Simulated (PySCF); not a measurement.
Family: silicon hydride cages (EH)n. All species are isolated molecules in the gas phase. Each species was relaxed from one start; no search for lower structures was made at this level. Strings in code marks are SMILES.

Level of theory: PBE-D3(BJ)/def2-SVP // B3LYP-D3(BJ)/def2-SVP (PySCF). Excitations are Tamm–Dancoff values on a coarser integration grid. The basis has no diffuse functions, so Rydberg states are missing or too high.

```json
[
 {"species": "[3]prismane cage Si6H6 `[SiH]12[SiH]3[SiH]1[SiH]1[SiH]2[SiH]31`", "S1 excitation (TDA) (eV)": "[?]", "dipole moment (D)": "0.00", "LUMO (eV)": "-2.33"},
 {"species": "[4]prismane cage Si8H8 `[SiH]12[SiH]3[SiH]4[SiH]1[SiH]1[SiH]2[SiH]3[SiH]41`", "S1 excitation (TDA) (eV)": "3.09", "dipole moment (D)": "0.00", "LUMO (eV)": "[?]"},
 {"species": "[5]prismane cage Si10H10 `[SiH]12[SiH]3[SiH]4[SiH]1[SiH]1[SiH]2[SiH]2[SiH]3[SiH]4[SiH]12`", "S1 excitation (TDA) (eV)": "3.38", "dipole moment (D)": "0.00", "LUMO (eV)": "-2.62"},
 {"species": "[6]prismane cage Si12H12 `[SiH]12[SiH]3[SiH]4[SiH]1[SiH]1[SiH]4[SiH]4[SiH]5[SiH]3[SiH]2[SiH]5[SiH]14`", "S1 excitation (TDA) (eV)": "3.00", "dipole moment (D)": "0.00", "LUMO (eV)": "[?]"}
]
```

Some entries are withheld; supply them.


- [3]prismane cage Si6H6 `[SiH]12[SiH]3[SiH]1[SiH]1[SiH]2[SiH]31`, S1 excitation (TDA) (eV): 3.18
- [4]prismane cage Si8H8 `[SiH]12[SiH]3[SiH]4[SiH]1[SiH]1[SiH]2[SiH]3[SiH]41`, LUMO (eV): -2.54
- [6]prismane cage Si12H12 `[SiH]12[SiH]3[SiH]4[SiH]1[SiH]1[SiH]4[SiH]4[SiH]5[SiH]3[SiH]2[SiH]5[SiH]14`, LUMO (eV): -2.58
